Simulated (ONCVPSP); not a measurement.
**Ni (Z = 28): excitation energies, all-electron against ONCV**

* Element: Ni (Z = 28)
* Generator: ONCVPSP 4.0.1
* Type: optimised norm-conserving Vanderbilt (ONCV)
* Functional: LDA (Perdew-Zunger)
* Relativity: scalar-relativistic
* Frozen core: [Ne]
* Valence charge: 18
* Reference configuration: 3s2 3p6 3d8 4s2
* Partial waves: 3s+4s: rc 1.30 bohr, ncon 4, nbas 7, qcut 7.9 1/bohr, 2 projectors; 3p: rc 0.75 bohr, ncon 3, nbas 7, qcut 12.5 1/bohr, 3 projectors, debl 1.4 Ha; 3d: rc 1.40 bohr, ncon 4, nbas 9, qcut 13 1/bohr, 3 projectors, debl 2.6 Ha
* Local potential: polynomial inside 0.60 bohr (lpopt 5, dvloc0 0 Ha)
* Core correction: none

In the p channel the program set the typed energies aside and used -2.619, 0.250, 1.650 Ha.

Energies are relative to the spin-unpolarised reference configuration 3s2 3p6 3d8 4s2; without spin polarisation the order of configurations can differ from experiment.

| valence configuration | charge | ΔE all-electron (eV) | error AE − PS (meV) |
| --- | --- | --- | --- |
| 3s2 3p6 3d8 4s0 | +2 | 27.260 | +3.9 |
| 3s2 3p6 3d7 4s0 | +3 | 65.058 | +4.7 |

What are ΔE and the potential's error for 3s2 3p6 3d8 4s1?

ΔE = 9.601 eV all-electron; the error (AE − PS) is +0.3 meV.

What are ΔE and the potential's error for 3s2 3p6 3d8 4s0 4p1?

ΔE = 15.374 eV all-electron; the error (AE − PS) is +1.0 meV.

Levels in the configuration 3s2 3p6 3d7 4s0:

```json
{"level": "3s", "all-electron (eV)": "-150.072", "pseudo (eV)": "-150.139"}
{"level": "3p", "all-electron (eV)": "-110.631", "pseudo (eV)": "-110.646"}
{"level": "3d", "all-electron (eV)": "-47.385", "pseudo (eV)": "-47.332"}
```
